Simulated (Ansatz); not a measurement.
`[F][Nb]([F])([F])([Cl])[Cl]`, relaxed with RKS PBE-D4/def2-SVP in Ansatz 0.2.0 from a rough embedded geometry. The force threshold is 0.03 eV/Å; the program also tests the step.

Total charge 0; spin multiplicity 1. Nb: def2 effective core potential.

Start:

```xyz
6

F     0.923   -0.755   -1.431
Nb   -0.286   -0.286    0.170
F    -1.169    1.395   -1.206
F    -0.297   -0.898   -1.844
Cl   -0.828   -0.258    2.528
Cl    1.656    0.803    1.784
```

(1) How much energy does the relaxation release, and in how many steps? (An estimate is asked.)

(2) Which bonds change most? (Estimate.)

(3) Give the relaxed structure. (Estimate.)

## Answers

(1) The calculation gave: 342.72 kcal/mol, in 9 steps.

(2) The calculation gave: Nb2–F3 from 2.345 to 1.855 Å; Nb2–Cl6 from 2.750 to 2.334 Å; Nb2–F4 from 2.105 to 1.882 Å; F1–Nb2 from 2.060 to 1.855 Å.

(3) The calculation gave: 
```xyz
6

F     1.411   -0.963   -0.781
Nb   -0.015   -0.011   -0.073
F    -0.758    1.564   -0.712
F    -1.100   -0.908   -1.322
Cl   -1.045   -0.943    1.729
Cl    1.506    1.261    1.159
```
